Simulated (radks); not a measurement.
Q: The mean radii <r> (bohr) of the occupied orbitals of an atom or ion are listed with their occupations. Method: scalar-relativistic Kohn-Sham, TASK exchange with Perdew-Wang LDA correlation, spin-polarised, spherical densities, finite nucleus; meta-GGA in the generalised Kohn-Sham scheme; Fermi nuclear charge, rms radius of each element as measured or else 0.836 A^(1/3) + 0.57 fm; computed with a radial shooting solver on a logarithmic mesh with Libxc functionals.

| orbital | occ. | <r> |
|---|---|---|
| 1s up | 1 | 0.1205 |
| 1s down | 1 | 0.1205 |
| 2s up | 1 | 0.6236 |
| 2s down | 1 | 0.6241 |
| 2p up | 3 | 0.5982 |
| 2p down | 3 | 0.5964 |
| 3s up | 1 | 2.247 |

Name the element and its charge. Open shells, if any, are filled with parallel spins first.

A: Z = 13, aluminium, charge +2: Al2+ in [Ne] 3s1. The 1s radius gives Z: for a bare nucleus <r> = (2 gamma + 1)/(2Z) with gamma = sqrt(1 - (Z/c)^2), 0.115 bohr for Z = 13, and screening makes it slightly larger (0.1205 here). The occupations add up to 11, and the charge is Z minus that.
